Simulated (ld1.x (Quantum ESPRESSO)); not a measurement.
## Which change was made? (I, TM)

```
Element                 : iodine (I)
Generator               : ld1.x (Quantum ESPRESSO) 7.5
Type                    : norm-conserving Troullier–Martins (Kleinman–Bylander form)
Functional              : Wu–Cohen
Relativity              : scalar-relativistic
Frozen core             : [Kr]
Valence charge          : 17
Reference configuration : 4d10 5s2 5p3 (charge +2)
Partial waves           : 5p (bound): rc 2.05 bohr; 4d (bound): rc 1.35 bohr; 4f channel at 0.4 Ry: rc 1.70 bohr; 5s (bound): rc 1.75 bohr
Local potential         : the s channel
Core correction         : none
```

Cutoffs, loose and tight: the cutoffs (Ry, on a coarse ladder) from which the occupation-weighted sum of valence levels, in a spherical-Bessel basis at the reference potential, stays within 10 and 1 mRy of its value at 400 Ry. They do not see the model core or the augmentation charge, which bear on the density cutoff. Test errors are all-electron minus pseudo excitation energies from the reference, over the configurations 4d10 5s2 5p5; 4d10 5s2 5p4; 4d10 5s2 5p2; 4d10 5s2 5p5.3; 4d10 5s1 5p6; 4d9 5s2 5p6; 4d10 5s2 5p1; variants that change the core or the reference have their own tests.

The base gives: outcome: generated; cutoff, loose: 110 Ry; cutoff, tight: 180 Ry; bound ghosts: none; largest test error (meV): -630.

Question: After one change the result is: outcome: generated; cutoff, loose: 90 Ry; cutoff, tight: 160 Ry; bound ghosts: none; largest test error (meV): -395. Which change was it?
A. all radii scaled by about 1.24 (s 2.18, p 2.54, d 1.68, f 2.10 bohr)
B. all radii scaled by about 0.77 (s 1.36, p 1.58, d 1.04, f 1.32 bohr)
C. all radii scaled by about 1.37 (s 2.40, p 2.80, d 1.86, f 2.34 bohr)

Answer: A. The others give: all radii scaled by about 0.77 (s 1.36, p 1.58, d 1.04, f 1.32 bohr) → outcome: generated; cutoff, loose: 140 Ry; cutoff, tight: 230 Ry; bound ghosts: p; largest test error (meV): -383 | all radii scaled by about 1.37 (s 2.40, p 2.80, d 1.86, f 2.34 bohr) → outcome: generated; cutoff, loose: 80 Ry; cutoff, tight: 140 Ry; bound ghosts: none; largest test error (meV): -188.
